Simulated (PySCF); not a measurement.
Computed structure and properties of SmO(OH)

System: SmO(OH) (singlet in the valence; each metal's 4f electrons, 5 of them, lie in its core potential, out of spins and levels); start: template (C1). Method: PySCF 2.14.0, RKS PBE0, Sm lcecp-1-SVP with ECP51, O def2-SVP, H def2-SVP; non-relativistic Hamiltonian with scalar-relativistic core potentials where named; density fitting; no spin-orbit coupling.

Input of the relaxation:

```python
mol = gto.M(atom='''
Sm     0.04377    -0.00049    -0.14817
O      1.73067    -0.00049     0.60673
O     -1.96233    -0.00049     0.74963
H     -2.92193     0.09011     0.80863''',
    basis={'Sm': 'lcecp-1-SVP', 'O': 'def2-SVP', 'H': 'def2-SVP'},
    ecp={'Sm': 'lcecp-1-SVP'},
    charge=0, spin=0)
mf = dft.RKS(mol, xc='PBE0')
mf.grids.atom_grid = (50, 194)  # f atoms: unpruned, at least (60, 302)
mf = mf.density_fit()  # fitting sets: Sm AutoAux, O def2-universal-JKFIT, H def2-universal-JKFIT
mf.conv_tol = 1e-08; mf.max_cycle = 55
mf.kernel(dm0)  # dm0: converged density of the start geometry
# quasi-Newton relaxation in Cartesian coordinates to a largest gradient under 0.00045 Eh/bohr, steps kept in the point group
```

Run from Python with OMP_NUM_THREADS=2; the lines above give its settings. Where DIIS fails, smearing, a level shift and second-order steps follow.
It took 34 s on 2 threads of Arm Neoverse V2, with other jobs on the host, from the converged density of the start.

Course of the relaxation:

```
step  energy above end (eV)  largest force component within the symmetry (eV/Å)
   0                 0.3861                                               1.319
   1                 0.2921                                               0.426
   2                 0.1974                                               1.372
   3                 0.1842                                               1.483
   4                 0.1453                                               0.415
   5                 0.1290                                               0.455
   6                 0.1063                                               0.402
   7                 0.0837                                               0.688
  13                 0.0019                                               0.113
  14                 0.0007                                               0.114
  15                 0.0005                                               0.042
  16                 0.0003                                               0.044
  17                 0.0001                                               0.047
  18                 0.0000                                               0.013
```
(The steps between are left out.)

Relaxed geometry (Cs):

```xyz
4

Sm   -0.0050   -0.0468   -0.4449
O     1.2512    0.0353    0.9280
O    -1.9583    0.0208    0.3407
H    -2.3977    0.0793    1.1930
```

| contact | Å |
| --- | --- |
| Sm1–O2 (O) | 1.863 |
| Sm1–O3 (OH) | 2.106 |

On the finer grid (75, 302):

```json
{"HOMO": "-6.26 eV", "LUMO": "-1.87 eV", "Dipole about the centre of mass": "6.07 D", "Set of Mulliken populations of Sm1 outside the core potential": "s 2.12, p 6.22, d 1.76, f 0.10", "D3(BJ) dispersion energy (not in the energies)": "-0.044 eV"}
```

```csv
atom,Mulliken (e),Löwdin (e),spin (e)
Sm1,0.80,0.63,0.00
O2,-0.46,-0.40,0.00
O3,-0.53,-0.31,0.00
H4,0.19,0.08,0.00
```

The 4f levels lie in the core potential and are missing. Their spin isn't counted.

On the grid (50, 194), as all that follows. Harmonic modes: a minimum; lowest 152 cm⁻¹ (negative: unstable), highest 3949 cm⁻¹, zero-point energy 0.398 eV.

Rigid scan of O along the line from its metal:

distance to O2 (Å), energy (eV) and a bar:
```
     1.56      2.468 ##############################
     1.66      0.940 ###########
     1.76      0.202 ##
     1.86      0.000 
     1.96      0.153 ##
     2.06      0.535 ######
     2.16      1.054 #############
     2.31      1.964 ########################
```

Taking off one OH (charge -1, singlet; the rest: singlet) in vacuum, both parts rigid, costs 10.81 eV; the small basis without counterpoise inflates it. Most of it is the attraction of opposite charges; other ways to part are cheaper, and one spin state was tried for the rest.

Rigid scan of OH along the line from its metal:

| distance to O3 (Å) | energy (eV) |
| --- | --- |
| 1.81 | 1.262 |
| 1.91 | 0.483 |
| 2.01 | 0.105 |
| 2.11 | 0.000 |
| 2.21 | 0.079 |
| 2.31 | 0.276 |
| 2.51 | 0.861 |
| 2.81 | 1.871 |
| 3.21 | 3.077 |
| 3.71 | 4.153 |

One start shape was tried, so this needn't be the lowest isomer.

An lcecp potential fixes the number of 4f electrons, so in runs with it no electron can move into or out of that shell.
